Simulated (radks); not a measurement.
Isoelectronic series with 4 electrons, each ion in its NIST ground configuration. Method: scalar-relativistic Kohn-Sham, PBE, spin-polarised, spherical densities, point nucleus; computed with a radial shooting solver on a logarithmic mesh with Libxc functionals. Total energies (hartree) and orbital eigenvalues (eV):

| ion | configuration | E (hartree) | 2s | 1s |
|---|---|---|---|---|
| Be | [He] 2s2 | -14.63287 | -5.6097 | -106.2131 |
| C2+ | [He] 2s2 | -36.47795 | -40.3789 | -308.5431 |
| O4+ | [He] 2s2 | -68.35794 | -102.7239 | -620.4754 |
| Ne6+ | [He] 2s2 | -110.28854 | -192.4661 | -1041.839 |
| Mg8+ | [He] 2s2 | -162.29736 | -309.6399 | -1572.836 |
| Si10+ | [He] 2s2 | -224.41988 | -454.3346 | -2213.794 |
| S12+ | [He] 2s2 | -296.69892 | -626.6710 | -2965.129 |
| Ar14+ | [He] 2s2 | -379.18463 | -826.7968 | -3827.338 |
| Ca16+ | [He] 2s2 | -471.93461 | -1054.884 | -4800.997 |
| Ti18+ | [He] 2s2 | -575.01406 | -1311.132 | -5886.762 |
| Cr20+ | [He] 2s2 | -688.49605 | -1595.762 | -7085.370 |
| Fe22+ | [He] 2s2 | -812.46172 | -1909.024 | -8397.643 |
| Ni24+ | [He] 2s2 | -947.00058 | -2251.194 | -9824.487 |
| Zn26+ | [He] 2s2 | -1092.21087 | -2622.577 | -11366.90 |
| Ge28+ | [He] 2s2 | -1248.19987 | -3023.507 | -13025.97 |
| Se30+ | [He] 2s2 | -1415.08435 | -3454.348 | -14802.89 |
| Kr32+ | [He] 2s2 | -1592.99097 | -3915.495 | -16698.93 |
| Sr34+ | [He] 2s2 | -1782.05682 | -4407.378 | -18715.51 |
| Zr36+ | [He] 2s2 | -1982.42997 | -4930.463 | -20854.12 |
| Mo38+ | [He] 2s2 | -2194.27006 | -5485.252 | -23116.40 |
| Ru40+ | [He] 2s2 | -2417.74898 | -6072.287 | -25504.08 |
| Pd42+ | [He] 2s2 | -2653.05163 | -6692.152 | -28019.06 |
| Cd44+ | [He] 2s2 | -2900.37679 | -7345.476 | -30663.36 |
